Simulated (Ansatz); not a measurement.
Cost and result for the atomization energy of C₃H₅ClSi, SMILES `[SiH3]C1=C(Cl)C1` (10 atoms, 10 bonds).

Z-matrix (Å, degrees):
```
Si
C 1 1.833
H 1 1.486 2 109.2
H 1 1.486 2 109.3 3 118.8
H 1 1.484 2 109.9 3 -120.6
C 2 1.294 1 154.1 3 120.5
C 2 1.548 1 144.7 3 -59.3
Cl 6 1.678 2 147.4 1 0.1
H 7 1.090 2 118.8 1 73.3
H 7 1.090 2 118.8 1 -73.5
```

The species carries charge 0 and has multiplicity 1. The geometry is a stationary point of PBE0-D4/def2-TZVP. Program: Ansatz. All runs use 4 threads of an Arm Neoverse V2 on a shared host. Times are those of one run each, without the atoms' runs, and a repeat can differ threefold. Electronic energies, without spin–orbit coupling; frozen cores. CCSD(T)/CBS adds CCSD(T) − MP2 in def2-TZVPP to the MP2 limit, and its time is that of the two runs behind it. T1 = 0.011. B3LYP takes the VWN-RPA correlation (the form of Gaussian; ORCA's B3LYP/G).

CCSD(T)/CBS is a level of theory with its own doubt, some kJ/mol a heavy atom from the limit and from the frozen cores, so smaller differences don't rank the functionals.

```
                             level  functions  wall time  atomization (kcal/mol)  difference from CCSD(T)/CBS  per bond
   PBE-D4/def2-TZVPP (with forces)        247      1.9 s                   903.2                         27.6       2.8
                PBE0-D4/def2-TZVPP        247      2.4 s                   887.1                         11.5       1.2
 B3LYP-D4/def2-TZVPP (with forces)        247      3.7 s                   876.5                          0.9       0.1
r2SCAN-D4/def2-TZVPP (with forces)        247      3.8 s                   883.6                          8.0       0.8
                 B2PLYP/def2-TZVPP        247      4.4 s                   867.7                         -7.9      -0.8
                ωB97X-V/def2-TZVPP        247        6 s                   881.3                          5.7       0.6
  ωB97M-V/def2-TZVPP (with forces)        247        9 s                   880.6                          5.0       0.5
                    MP2/def2-QZVPP        461       16 s                   885.8                         10.2       1.0
                CCSD(T)/def2-TZVPP        247       94 s                   852.6                        -23.0      -2.3
                 CCSD(T)/CBS(def2)          –      110 s                   875.6                          0.0       0.0
```

In def2-TZVPP, CCSD(T) changes the Hartree–Fock value by +217.8 kcal/mol (the triples alone add +16.2 kcal/mol) and MP2 by +237.4 kcal/mol; breaking electron pairs costs correlation energy, which Hartree–Fock lacks. From PBE to PBE0 (25 % exact exchange), in def2-TZVPP and without D4, the atomization energy moves by −15.2 kcal/mol: exact exchange takes away binding that semilocal exchange gives to molecules. The D4 term adds +8.7 kcal/mol with B3LYP and +4.6 kcal/mol with PBE0; it sums over pairs of atoms, weighted by their polarisabilities, and B3LYP, whose exchange is more repulsive, gets the larger term.
